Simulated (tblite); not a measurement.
C₅H₁₃NOSi₂.
Cartesian coordinates in Å at the GFN2-xTB level; atoms count from 1:
```
atom  x, y, z in Å
C1    -1.2522    0.5146   -2.0809
C2    -1.0781    0.1611   -0.8116
Si3   -2.4406   -0.1599    0.4702
N4    -3.8933   -0.2505   -0.4589
C5     0.2266    0.1439   -0.1515
O6     0.2562    0.2687    1.0616
C7     1.4957   -0.0295   -0.9336
C8     2.6033   -0.5617   -0.0363
Si9    2.6550    0.3085    1.6674
H10   -0.4378    0.7988   -2.7314
H11   -2.2401    0.5626   -2.5079
H12   -2.0798   -1.3743    1.2125
H13   -2.6207    0.9976    1.3389
H14   -3.9418   -0.8871   -1.2387
H15   -4.7672   -0.2679    0.0398
H16    1.7664    0.9669   -1.3009
H17    1.3203   -0.6672   -1.8041
H18    2.4507   -1.6314    0.1127
H19    3.5583   -0.4513   -0.5482
H20    4.0977    0.2972    2.0055
H21    2.0039   -0.4438    2.7309
H22    2.3072    1.7240    1.5568
```

Calculated harmonic vibrations of the isolated species, GFN2-xTB (tblite), most abundant isotopes, no scaling. This tight-binding method is rough: wavenumbers can miss measured ones by several per cent, in bad cases by 10 to 20. Modes of hydrogen on silicon can be 10 to 20 % off. One conformer, not necessarily the lowest.

Harmonic wavenumbers (cm⁻¹): 32.6, 43.7, 78.3, 92.1, 132.8, 170.5, 209.3, 216.5, 247.8, 265.1, 325.5, 347.1, 388.9, 474.9, 534.5, 551.1, 565.2, 583.1, 589.9, 623.4, 675.9, 691.3, 714.1, 726.4, 735.1, 772.3, 785.9, 830.5, 858.9, 876.8, 894.5, 896.9, 927.3, 938.3, 1029.4, 1086.7, 1097.3, 1182.4, 1238.7, 1277.8, 1329.5, 1407.5, 1447.4, 1495.3, 1528.9, 1665.1, 1677.2, 2112.2, 2209.9, 2261.1, 2301.9, 2314.6, 2925.5, 2956.1, 2983.3, 3004.2, 3064.2, 3113.2, 3474.2, 3513.5.

A = 2607, B = 569.5, C = 489.2 MHz; mass 159.054 u (most abundant isotopes); point group C1, symmetry number 1.

Q: Zero-point energy?

A: ½Σν̃ = 35747 cm⁻¹ = 102.20 kcal/mol.

Q: Give the ideal-gas entropy at 298.15 K and 1 bar in the rigid-rotor, harmonic-oscillator model (classical rotation).

A: Translation 41.13, rotation 30.47, vibration 41.60: S = 113.2 cal/(mol K).

Q: And Cp and H(298.15 K) − H(0)?

A: Cp = 50.41 cal/(mol K), of which vibrations give 42.47 (their classical limit is 60 R = 119.2); H(298.15 K) − H(0) = 8.78 kcal/mol without the zero-point energy, 6.41 from vibrations.

Q: What must be added to the electronic energy to get the Gibbs energy at 298.15 K and 1 bar?

A: ZPE + [H(298.15 K) − H(0)] − T·S = 102.20 + 8.78 − 33.75 = 77.23 kcal/mol.

Q: Blend soft modes into free rotors: weight 1/[1 + (100 cm⁻¹/ν̃)⁴] for the oscillator and the rest for a rotor with moment μB/(μ + B), μ = h/(8π²ν), B = 10⁻⁴⁴ kg m². What vibrational entropy results?

A: 37.51 cal/(mol K) in place of 41.60, which changes −T·S at 298.15 K by +1.22 kcal/mol.

Q: How do the functions run with temperature in this model?

A: 
```csv
T (K),S (cal/(mol K)),Cp (cal/(mol K)),H − H(0) (kcal/mol),G − H(0) (kcal/mol),ln q(vib)
150,86.5,29.6,2.84,-10.13,4.71
250,104.9,43.9,6.51,-19.72,8.37
400,129.8,62.4,14.55,-37.35,13.79
600,158.5,79.3,28.84,-66.26,20.74
900,193.9,95.1,55.19,-119.32,30.26
```

q(vib) and H(0) count from the zero-point level.

Q: Which modes carry the vibrational entropy at 298.15 K?

A: 32.6 cm⁻¹: 5.66; 43.7 cm⁻¹: 5.08; 78.3 cm⁻¹: 3.93; 92.1 cm⁻¹: 3.61; 132.8 cm⁻¹: 2.91; 170.5 cm⁻¹: 2.43 cal/(mol K); the other 54 give 17.97 together.

Hindered rotation and anharmonicity are outside this model. Other conformers, if any are populated, would add a mixing term that is left out. The structure is chiral; the term R ln 2 for an equal mix with its mirror image is left out.
